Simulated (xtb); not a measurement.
C₃H₈Ge, SMILES C([CH2][GeH3])=C. All values are semi-empirical tight-binding results from xtb (GFN2-xTB unless named), good for trends rather than for accurate numbers. Coordinates come from a GFN2-xTB optimisation. One conformer was computed; it need not be the lowest.

Optimised geometry:

Bond lengths (Å): Ge1–C2 1.982, Ge1–H5 1.498, Ge1–H6 1.494, Ge1–H7 1.496, C2–C3 1.487, C2–H8 1.091, C2–H9 1.093, C3–C4 1.321, C3–H10 1.084, C4–H11 1.078, C4–H12 1.077. Bond angles (°): C2–Ge1–H5 111.2, C2–Ge1–H6 111.3, C2–Ge1–H7 111.3, H5–Ge1–H6 108.0, H5–Ge1–H7 107.5, H6–Ge1–H7 107.3, Ge1–C2–C3 111.0, Ge1–C2–H8 109.1, Ge1–C2–H9 108.1, C3–C2–H8 110.5, C3–C2–H9 110.1, H8–C2–H9 108.0, C2–C3–C4 124.6, C2–C3–H10 115.4, C4–C3–H10 120.0, C3–C4–H11 121.6, C3–C4–H12 122.0, H11–C4–H12 116.4.

For metal compounds this method's bond lengths and energies can be far off.

Computed properties:
```yaml
orbital_gap: 5.06 eV
zero_point_energy: 56.6 kcal/mol
G − E(el) at 298.15 K (modified RRHO): 37.4 kcal/mol
```

Task: Give the atomic charges and the Wiberg bond orders between heavy atoms. (An estimate is asked for; the answer gives what the named calculation found.)

Result: charges (e) Ge1 0.09, C2 -0.09, C3 -0.02, C4 -0.10, H5 -0.02, H6 -0.02, H7 -0.02, H8 0.04, H9 0.04, H10 0.03, H11 0.03, H12 0.03. Bond orders Ge1–C2 0.88, C2–C3 1.05, C3–C4 1.95.
